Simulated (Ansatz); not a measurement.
`[SiH]N([SiH3])[SiH3]` + H₂ → `[SiH2]` + `[SiH3]N[SiH3]` at 600 K and 1 bar (hydrogenolysis of the Si–N bond).

Calculated with Ansatz (gas phase, PBE0-D4/def2-TZVP geometries, no zero-point term in ΔE). CBS: def2 TZ/QZ extrapolation, frozen cores.

```csv
species,CCSD(T)/CBS energy (Eh),H − E (kJ/mol),S (J/(mol·K))
`[SiH]N([SiH3])[SiH3]`,-926.15025,235.9,451.5
H₂,-1.17463,43.9,150.8
`[SiH2]`,-290.18696,52.1,233.9
`[SiH3]N[SiH3]`,-637.09813,230.1,420.5
```

H − E and S are ideal-gas, rigid-rotor, harmonic terms from PBE0-D4/def2-TZVP. 1 Eh = 2625.50 kJ/mol, R = 8.31446 J/(mol·K).

Q: By hand: ΔE, ΔH, ΔS and ΔG.

A: ΔE = (-290.18696) + (-637.09813) − (-926.15025) − (-1.17463) = 0.03979 Eh = 104.5 kJ/mol. Δ(H − E) = 52.1 + 230.1 − 235.9 − 43.9 = 2.4, so ΔH = 106.9 kJ/mol. ΔS = 233.9 + 420.5 − 451.5 − 150.8 = 52.1 J/(mol·K). ΔG = 106.9 − 600 × (52.1)/1000 = 75.6 kJ/mol.

Q: By hand: the equilibrium constant, and the temperature at which ΔG would vanish if ΔH and ΔS stayed fixed.

A: log₁₀ K = −ΔG/(RT ln 10) = -6.6. ΔG = 0 at ΔH/ΔS = 2052 K.

ΔH outweighs TΔS. A doubt of 5 kJ/mol in ΔE shifts log₁₀ K by 0.4 here. Modes under 60 cm⁻¹, often nearly free rotors, make the harmonic entropy too high. These are equilibria of isolated gas molecules and say nothing of rates. Largest T1 diagnostic: 0.014 (customary marks: 0.02 for closed shells, 0.045 for open ones).
